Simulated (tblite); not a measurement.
Question: Write Cartesian coordinates for `CC#C[Si@@]1(C)C[C@H]1C(=O)O` as optimised with GFN2-xTB.

Answer: 
```xyz
20
C7H10O2Si angstrom
C     -3.0950   -1.5112   -1.6420
C     -2.0963   -0.7258   -0.9615
C     -1.2622   -0.0667   -0.3911
Si     0.0435    0.8791    0.4736
C     -0.0804    2.7641    0.3692
C      1.0731    0.0751    1.8147
C      1.8164    0.1137    0.4657
C      1.9326   -1.1375   -0.2499
O      1.2646   -2.1331   -0.0697
O      2.8707   -1.0938   -1.2322
H     -2.7041   -2.5113   -1.8256
H     -3.3516   -1.0477   -2.5944
H     -3.9925   -1.5862   -1.0285
H     -1.0104    3.1020    0.8142
H      0.7387    3.2452    0.8938
H     -0.0664    3.1034   -0.6618
H      0.8272   -0.9279    2.1345
H      1.5298    0.6564    2.6041
H      2.6819    0.7546    0.3739
H      2.8753   -1.9419   -1.7000
```

Any rigid rotation of these coordinates is as good. Atoms count from 1 in this order. Of the pairs four or more bonds apart, O9···H17 is among the closest relative to their van der Waals radii: 2.55 Å, 94 % of the sum of Bondi's values. Si4 (four-coordinate silicon) has angles from 47.8° to 120.6°. The 4 C–C bonds span 1.206 Å (C2≡C3, drawn triple) to 1.541 Å (C6–C7, drawn single), a spread of 0.335 Å. The 4 C–Si bonds span 1.830 Å (C3–Si4, drawn single) to 1.931 Å (Si4–C7, drawn single), a spread of 0.101 Å.

Bonds between heavy atoms (Å): C1–C2 1.441, C2≡C3 1.206, C3–Si4 1.830, Si4–C5 1.892, Si4–C6 1.872, C6–C7 1.541, C7–C8 1.446, C8=O9 1.212, C8–O10 1.359, Si4–C7 1.931.

The geometry is computed with GFN2-xTB (gas phase).

Point group: C1 (no symmetry element, even within 0.4 Å). Its GFN2-xTB frequencies are all real (lowest 35 cm⁻¹). The numbers are those of one conformer (C6–C7–C8–O9 18°, C7–C8–O10–H -177°). 2 starts were optimised and ended at 0.00 and 0.51 kcal/mol (GFN2-xTB); the lowest of these is shown.
